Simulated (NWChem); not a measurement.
System: CH$_{3}$ClSe; SMILES C[Se]Cl

Computed with NWChem. Structure relaxed at the PBE0/def2-SVP level. B3LYP is NWChem's, with the RPA form of VWN correlation. Ions are spin-unrestricted doublets at the neutral geometry; other ion states weren't tried.

```tsv
level	vertical ionisation energy, ΔSCF (eV)	−ε(HOMO) (eV)	ΔSCF minus −ε(HOMO) (eV)
B3LYP/aug-cc-pVDZ	(withheld)	(withheld)	(withheld)
PBE/aug-cc-pVDZ	8.68	5.41	3.27
LDA (Slater exchange, VWN5)/aug-cc-pVDZ	8.86	5.52	3.34
r2SCAN/aug-cc-pVDZ	8.79	5.67	3.12
CAM-B3LYP/aug-cc-pVDZ	8.99	7.93	1.06
```

Some entries are withheld; supply them.


- B3LYP/aug-cc-pVDZ, vertical ionisation energy, ΔSCF (eV): 8.89
- B3LYP/aug-cc-pVDZ, −ε(HOMO) (eV): 6.39
- B3LYP/aug-cc-pVDZ, ΔSCF minus −ε(HOMO) (eV): 2.50
